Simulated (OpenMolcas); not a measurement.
# Ni2+: effect of the active space

* Program: OpenMolcas 26.06
* Method: CASSCF
* Basis: ANO-RCC-MB
* Scalar Hamiltonian: DKH2, point nucleus
* Spin-orbit coupling: RASSI with atomic mean-field integrals over the reference wave functions, term energies averaged over their components

A. 8 electrons in 5 orbitals (3d); 2S+1 = 3 even, 10 roots; 2S+1 = 1 even, 15 roots; cost of the order of 5 core-seconds
B. 8 electrons in 6 orbitals (3d 4s); 2S+1 = 3 even, 10 roots; 2S+1 = 1 even, 15 roots kept (CI in the orbitals of an earlier block); cost about 30 core-seconds

Energies in cm-1 above 3d8 3F4, the measured ground level; measured values from Corliss and Sugar, J. Phys. Chem. Ref. Data 10, 197 (1981).

```
  Level      A      B  Measured
3d8 3F4    0.0    0.0       0.0
3d8 3F3   1264   1264      1361
3d8 3F2   2131   2131      2270
3d8 1D2  15641  15628     14032
3d8 3P2  19045  19026     16662
3d8 3P1  19410  19390     16978
3d8 3P0  19662  19642     17231
3d8 1G4  24316  24308     23109
3d8 1S0  58534  58501     52532
```

Deviations, from unrounded energies. A percentage is the sum of absolute deviations over the sum of measured energies, with the sign that they share, or ± where signs differ.

```tsv
Against measurement	Levels	A	B
mean absolute deviation (cm-1)	8	2000	2000
fine structure of the ground term (%)	2	-6.5	-6.5
other terms of the ground configuration (%)	6	+11.4	+11.4
```

A, B lie about equally close to measurement. The largest miss of B in the table is 3d8 1S0, by +6000 cm-1. The ranking rests on the paired levels alone, and a cruder setting can come out closer through cancelling errors.

Between A and B the level of the table that moves most is 3d8 1S0, by 33 cm-1 (lowest in B, highest in A).

Without dynamic correlation excited terms often stand tens of per cent too high (terms of higher spin than the ground term too low), and those without a measured partner can miss by more than the paired ones. Terms from blocks run as CI alone lack orbitals of their own (holds for B). Computed and measured levels are paired by configuration, term and J; levels that our copy of the source lacks, or whose pairing is in doubt (as where it misses far off the trend of its configuration), stay unpaired and out of the deviations. Levels of configurations outside the active space are missing.
